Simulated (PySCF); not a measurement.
Delta-SCF ions had no search for a lower state. Excitations are Tamm–Dancoff values on a coarser integration grid. The basis has no diffuse functions, so Rydberg states are missing or too high.

## CH₆Si₃, SMILES `C1=[SiH][SiH2][SiH2]1` (charge 0, multiplicity 1)

Computed with PySCF with ωB97X-D3(BJ)/def2-TZVP // PBE0-D3(BJ)/def2-TZVP.

```
Item                                                                 Value
-------------------------------------------  -----------------------------
HOMO                                                              -9.07 eV
dipole moment                                                       1.24 D
LUMO                                                               0.27 eV
HOMO–LUMO gap                                                      9.34 eV
S1 excitation (TDA)                                                4.92 eV
S1 oscillator strength                                               0.002
brightest of the four lowest singlets (TDA)                        4.99 eV
T1 excitation (TDA)                                                2.84 eV
S1–T1 gap (TDA)                                                    2.07 eV
vertical ionisation energy (Delta-SCF)                             8.68 eV
total energy                                                  -910.2825 Ha
cost                                         around 3 core-minutes (rough)
```

```xyz
10

C      0.8009    -1.0449     0.6968
Si     1.4600     0.4813     0.2409
Si    -0.4933     1.2735    -0.7007
Si    -0.9481    -0.8980     0.0959
H      1.2529    -1.8922     1.2010
H      2.8570     0.9548     0.4658
H     -0.4674     1.5179    -2.1675
H     -1.1245     2.4401    -0.0280
H     -1.9944    -0.9595     1.1574
H     -1.3431    -1.8732    -0.9616
```
